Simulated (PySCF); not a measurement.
Geometry (Å), atoms numbered from 1 in this order:
```xyz
20

C    -3.1912   -0.3721    0.1717
C    -1.7466   -0.7187   -0.1660
C    -0.8450    0.5089   -0.0809
C     0.6038    0.1714   -0.3985
O     1.3921    1.3361   -0.4170
C     2.7147    0.9298   -0.1429
C     2.5554   -0.4381    0.5608
O     1.1622   -0.6531    0.5947
H    -3.8227   -1.2543    0.0982
H    -3.5722    0.3827   -0.5129
H    -3.2635    0.0180    1.1842
H    -1.3735   -1.4753    0.5256
H    -1.6968   -1.1340   -1.1753
H    -1.1694    1.2756   -0.7857
H    -0.8744    0.9281    0.9254
H     0.6777   -0.3392   -1.3845
H     3.2877    0.8301   -1.0738
H     3.1786    1.6876    0.4905
H     2.9228   -0.4378    1.5884
H     3.0550   -1.2349   -0.0052
```

Geometry: GFN2-xTB; GIAO absolute shieldings from PySCF, gas phase, non-relativistic, averaged over equivalent atoms.

At PBE0/pcSseg-1 (196 basis functions, 39 s wall time on 1 thread of an x86-64 server CPU, shared host):
| atoms | σ (ppm) |
| --- | --- |
| C4 | 75.7 |
| C6/C7 | 119.2 |
| C3 | 145.4 |
| C2 | 163.9 |
| C1 | 170.0 |
| O5/O8 | 241.2 |
| H16 | 26.92 |
| H18/H19 | 27.56 |
| H17/H20 | 27.75 |
| H14/H15 | 30.14 |
| H12/H13 | 30.30 |
| H9/H10/H11 | 30.67 |

Problem. Predict the values at KT3/6-31++G** on the same geometry.

Solution. 
```
     atoms  σ at KT3/6-31++G**  change
        C4                90.9   +15.2
     C6/C7               130.3   +11.1
        C3               155.4   +10.0
        C2               170.7    +6.8
        C1               178.4    +8.4
     O5/O8               235.7    -5.5
       H16               26.82   -0.10
   H18/H19               27.69   +0.13
   H17/H20               27.86   +0.11
   H14/H15               30.27   +0.13
   H12/H13               30.34   +0.04
H9/H10/H11               30.96   +0.29
```

The largest change is at C4 (sp3 carbon bearing two oxygens). Cost: 216 basis functions, 54 s wall time on 1 thread of an AMD EPYC 7R13, shared host. The order of the carbon signals is the same at both levels.
